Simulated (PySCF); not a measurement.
**Working out the ionisation energy of Ar+**

Ar+ [Ne] 3s2 3p5 (2P) → Ar(2+) [Ne] 3s2 3p4 (3P). All numbers are calculated (PySCF 2.14, the non-relativistic Hamiltonian (point nucleus), in def2-TZVP (5s5p2d1f, 37 functions)). Frozen: [Ne]. Energies in hartree (1 hartree = 27.21139 eV):

```csv
part,Ar+ (lower),Ar(2+) (upper)
UHF,-526.267211,-525.298002
CCSD correlation,-0.188307,-0.154266
(T),-0.005278,-0.004074
```

Task: What does Hartree-Fock give?

Result: (-525.298002) − (-526.267211) = 0.969209 hartree = 26.374 eV.

Task: What do CCSD and CCSD(T) give?

Result: The CCSD correlation energies differ by 0.034041 hartree = 0.926 eV and the triples by 0.001204 hartree = 0.033 eV, so CCSD gives 27.300 eV and CCSD(T) 27.333 eV.

Reference: 27.630 eV (measured; NIST Atomic Spectra Database, ionization energies), between the lowest levels; spin-orbit coupling is absent from the calculation.

What remains against the reference includes basis incompleteness, the frozen core and higher excitations.
